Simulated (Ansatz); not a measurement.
Stepwise reaction of `[F][Ga]([SH])[SH]` with hydrogen fluoride, as a gas-phase model of exchange steps in deposition or etching. ΔE in kJ/mol; ΔG adds harmonic PBE0-D4 terms to CCSD(T)/CBS, at 1 bar.

Calculated with Ansatz (gas phase, PBE0-D4/def2-TZVP geometries, no zero-point term in ΔE). CCSD(T)/CBS adds triple-zeta CCSD(T) − MP2 to the extrapolated MP2 energy (def2 sets, frozen cores). This one scheme is used for every species. DFT in def2-TZVPP. B3LYP here is the variant with VWN-RPA as its local correlation; programs differ in this. For Ga outer-core shells are correlated without core-valence functions, which leaves a few kJ/mol of doubt a bond. Scalar relativity is left out up to krypton. One conformer a species, not always the lowest.

```json
{"step": "2", "reaction": "`[F][Ga]([F])[SH]` + H–F → `[F][Ga]([F])[F]` + H₂S", "PBE-D4": "30.8", "B3LYP-D4": "24.3", "ωB97M-V": "23.3", "CCSD(T)/CBS": "30.3", "ΔG(600 K)": "27.9"}
```

(1) Give the row of step 1, `[F][Ga]([SH])[SH]` + H–F → `[F][Ga]([F])[SH]` + H₂S. (An estimate is asked.)

(2) By hand: ΔE of the 2 steps together at CCSD(T)/CBS.

Answers

(1) Computed: 
```tsv
step	reaction	PBE-D4	B3LYP-D4	ωB97M-V	CCSD(T)/CBS	ΔG(600 K)
1	`[F][Ga]([SH])[SH]` + H–F → `[F][Ga]([F])[SH]` + H₂S	16.5	10.0	9.1	17.8	7.1
```

(2) (17.8) + (30.3) = 48.1 kJ/mol, or 24.1 kJ/mol a step.

In ΔE each step is higher than the one before. All are uphill at CCSD(T)/CBS. ΔG lies between 7.1 and 27.9 kJ/mol a step. PBE-D4 differs from CCSD(T)/CBS by -1.3 to 0.5 kJ/mol a step. Isolated molecules leave out the surface, adducts and barriers. Largest T1 diagnostic: 0.015.
